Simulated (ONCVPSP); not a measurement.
# tantalum, ONCV: configuration errors across variants

ONCVPSP 4.0.1 input, shortened (lines: element, Z, core and valence counts, functional; n l f; lmax; l rc ep ncon nbas qcut; lloc lpopt rc5 dvloc0; l nproj debl; icmod fcfact rcfact), PBE, scalar-relativistic:

```
  Ta 73.00   10    4        4      upf
    1    0    2.00
    2    0    2.00
    2    1    6.00
    3    0    2.00
    3    1    6.00
    3    2   10.00
    4    0    2.00
    4    1    6.00
    4    2   10.00
    4    3   14.00
    5    0    2.00
    5    1    6.00
    5    2    4.00
    6    0    1.00
    2
    0    2.05    0.00    4    8    7.10
    1    2.10    0.00    3    6    7.90
    2    2.30    0.00    3    8    6.80
    4    5    1.75    6.00
    0    2    1.20
    1    1    1.20
    2    3    1.10
    3    4.50    1.75
```

All-electron excitation energies from the reference (eV): (1) 5s2 5p6 5d3 6s2 -2.094; (2) 5s2 5p6 5d3 6s1 6.374; (3) 5s2 5p6 5d3 6s0 21.346; (4) 5s2 5p6 5d2 6s2 6p1 0.892.

A true bound ghost makes a file unfit for plane-wave use even where its test errors are small: the radial tests pick states by their node count and pass the ghost by.

Errors AE − PS in meV (a dash: test not solved or not reliable):

```tsv
change	(1)	(2)	(3)	(4)	bound ghosts	GHOST(+) flags above zero
base	-12	-7.8	-43	-107	none	s
local potential polynomial inside 1.75 bohr (lpopt 5, dvloc0 -2.5 Ha)	-12	-7.8	-42	+158	none	s
local potential polynomial inside 1.75 bohr (lpopt 5, dvloc0 -1 Ha)	-12	-7.8	-43	+36	none	none
local potential polynomial inside 1.75 bohr (lpopt 5, dvloc0 0.5 Ha)	-11	-6.6	-40	–	none	none
local potential polynomial inside 1.75 bohr (lpopt 5, dvloc0 1.5 Ha)	-12	-8.3	-43	+32	none	none
local potential polynomial inside 1.75 bohr (lpopt 5, dvloc0 3 Ha)	-12	-8.1	-43	-40	none	none
local potential polynomial inside 1.75 bohr (lpopt 5, dvloc0 4.5 Ha)	-12	-8.0	-43	-79	none	none
local potential polynomial inside 1.75 bohr (lpopt 5, dvloc0 5.5 Ha)	-12	-8.0	-43	-99	s	none
local potential polynomial inside 1.75 bohr (lpopt 5, dvloc0 8.5 Ha)	-13	-9.0	-44	-146	none	none
local potential polynomial inside 1.75 bohr (lpopt 5, dvloc0 9.5 Ha)	-12	-8.7	-44	-157	none	none
```

**Question.** Give the same row for: local potential polynomial inside 1.75 bohr (lpopt 5, dvloc0 6.5 Ha).

**Answer.** -12, -7.6, -43, -115; bound ghosts: none; GHOST(+) flags above zero: none.
